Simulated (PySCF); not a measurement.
# Adding and removing an electron: PbS

PBE0; PySCF, scalar-relativistic core potentials, basis sets Pb def2-SVP with ECP60, S def2-SVP. Neutral (UKS): singlet (closed shell), Re = 2.308 Å, ωe = 451 cm⁻¹, De = 4.47 eV, HOMO -6.89 eV, LUMO -2.33 eV.

PbS⁺ (UKS): doublet (π ↑), Re = 2.489 Å, ωe = 352 cm⁻¹. The energies at the minima are -590.83507 hartree for PbS and -590.51751 for PbS⁺.

Work out the adiabatic ionisation energy, without and with harmonic zero-point energies (1 hartree = 27.2114 eV, 1 eV = 8065.5 cm⁻¹), and the change of the bond length.

At PBE0: 0.31756 hartree = 8.641 eV between the minima; the zero-point term (352.0 − 451.0)/2 cm⁻¹ = -0.006 eV makes it 8.635 eV. Re changes by +18.1 pm against the neutral. Minus the HOMO energy is 6.89 eV, -1.75 eV from the value between the minima; self-interaction puts the Kohn–Sham level too high, less so with exact exchange. The electron leaves a π orbital; in so polar a molecule the change of length follows mostly from the change of the ionic charges.

These are scalar-relativistic numbers at best; spin–orbit coupling would shift them, the dissociation energy most. States were picked by a PBE0 search and need not be the measured ground states.
